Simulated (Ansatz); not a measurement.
Two isomers of C2H4BFO: A = `B/C=C(/O)F`, B = `C=C(O)BF`.

Program: Ansatz. Geometries: PBE0-D4/def2-TZVP. ΔE: electronic, gas phase. CCSD(T)/CBS is the MP2 limit (def2-TZVPP, def2-QZVPP) plus CCSD(T) − MP2 in def2-TZVPP, frozen cores. DFT in def2-TZVPP. B3LYP here is the variant with VWN-RPA as its local correlation; programs differ in this. One conformer a species, not always the lowest.

A:

```xyz
9

B    -0.080   -0.691   -1.507
C     0.575   -0.169   -0.252
C    -0.122    0.365    0.765
O     0.400    0.836    1.884
F    -1.441    0.483    0.761
H    -1.267   -0.645   -1.642
H     0.591   -1.156   -2.381
H     1.646   -0.189   -0.084
H    -0.303    1.165    2.457
```

B:

```xyz
9

C    -0.6076   -1.0040    0.3645
C    -0.0618    0.0438   -0.2657
O    -0.2870    0.3639   -1.5644
B     0.8994    0.9726    0.5248
F     1.4551    2.0149   -0.0633
H    -0.3696   -1.1816    1.4044
H    -1.2890   -1.6988   -0.1198
H    -0.8933   -0.2738   -1.9564
H     1.1537    0.7629    1.6759
```

(1) Which isomer does CCSD(T)/CBS put lower? Give the gap. (Best estimate.)

(2) Give E(B) − E(A) in kcal/mol with BLYP-D4, B2PLYP, B3LYP-D4, PBE0-D4, LDA (SPW92), CCSD(T)/def2-SVP, MP2/def2-TZVPP. (An estimate is asked.)

(3) Does the order hold for the free energy at 298.15 K (harmonic terms from PBE0-D4)? (An estimate is asked.)

Largest T1 diagnostic: 0.013.

Results:

(1) Computed: B, by 41.5 kcal/mol.

(2) Computed: BLYP-D4 -38.6, B2PLYP -39.8, B3LYP-D4 -39.0, PBE0-D4 -37.2, LDA (SPW92) -35.4, CCSD(T)/def2-SVP -40.5, MP2/def2-TZVPP -41.1. None reverses the order clearly.

(3) The calculation gave: Yes: G(B) − G(A) = -40.7 kcal/mol, for one conformer each.

In def2-TZVPP, CCSD(T) changes the Hartree–Fock value by −1.4 kcal/mol (the triples alone add +0.2 kcal/mol) and MP2 by −1.6 kcal/mol. At CCSD(T), def2-SVP lies +1.1 kcal/mol from the extrapolated value and def2-TZVPP +0.6 kcal/mol.
